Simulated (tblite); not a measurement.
Compound: C4H6F2O2Si.
Atom-mapped SMILES: `[O:1]=[CH:2][C@@H:3]1[O:4][CH2:5][C@@H:6]([F:7])[Si@H:8]1[F:9]` (hydrogens: H10 on C2; H11 on C3; H12, H13 on C5; H14 on C6; H15 on Si8)

Structure used (GFN2-xTB), in Å, numbered top down from 1:
```xyz
15
C4H6F2O2Si angstrom
O      3.1961   -0.7286   -0.0110
C      2.3395    0.1006    0.1323
C      0.9805    0.0341   -0.4653
O      0.3191    1.2813   -0.3107
C     -1.0754    1.1516   -0.4354
C     -1.5753    0.0231    0.4854
F     -2.7767   -0.4704    0.0215
Si    -0.1431   -1.2665    0.4187
F     -0.4831   -2.4595   -0.5995
H      2.4849    0.9963    0.7628
H      1.0619   -0.2353   -1.5303
H     -1.4983    2.1238   -0.1799
H     -1.3569    0.8972   -1.4680
H     -1.7788    0.4030    1.4912
H      0.3014   -1.8426    1.6661
```

Computed with GFN2-xTB (tblite): harmonic, unscaled wavenumbers at the GFN2-xTB geometry, gas phase. Errors from tens to a few hundred cm⁻¹ against measured bands are possible. Modes of hydrogen on silicon can be 10 to 20 % off. One conformer, not necessarily the lowest.

Harmonic wavenumbers (cm⁻¹): 38.6, 93.3, 119.2, 147.5, 172.1, 197.3, 318.7, 327.7, 358.8, 430.5, 529.2, 549.9, 573.6, 603.2, 660.3, 686.0, 848.5, 885.9, 952.5, 1019.3, 1024.7, 1058.0, 1069.5, 1087.7, 1107.3, 1175.6, 1223.8, 1242.0, 1265.4, 1316.1, 1347.2, 1467.9, 1770.2, 2439.3, 2797.2, 2829.4, 2883.7, 2934.2, 2999.8.

A = 2211, B = 1046, C = 777.5 MHz; mass 152.011 u (most abundant isotopes); point group C1, symmetry number 1.

Problem. Zero-point energy?

Solution. ½Σν̃ = 21276 cm⁻¹ = 60.83 kcal/mol.

Problem. Entropy at 350 K, 1 bar (ideal gas, RRHO, classical rotation)?

Solution. Translation 41.79, rotation 30.05, vibration 32.63: S = 104.5 cal/(mol K).

Problem. And Cp and H(350 K) − H(0)?

Solution. Cp = 40.77 cal/(mol K), of which vibrations give 32.82 (their classical limit is 39 R = 77.5); H(350 K) − H(0) = 8.73 kcal/mol without the zero-point energy, 5.95 from vibrations.

Problem. Which modes carry the vibrational entropy at 350 K?

Solution. 38.6 cm⁻¹: 5.65; 93.3 cm⁻¹: 3.90; 119.2 cm⁻¹: 3.42; 147.5 cm⁻¹: 3.01; 172.1 cm⁻¹: 2.72; 197.3 cm⁻¹: 2.46 cal/(mol K); the other 33 give 11.47 together.

Problem. What must be added to the electronic energy to get the Gibbs energy at 350 K and 1 bar?

Solution. ZPE + [H(350 K) − H(0)] − T·S = 60.83 + 8.73 − 36.56 = 33.00 kcal/mol.

Hindered rotation and anharmonicity are outside this model. Other conformers, if any are populated, would add a mixing term that is left out. The structure is chiral; the term R ln 2 for an equal mix with its mirror image is left out.
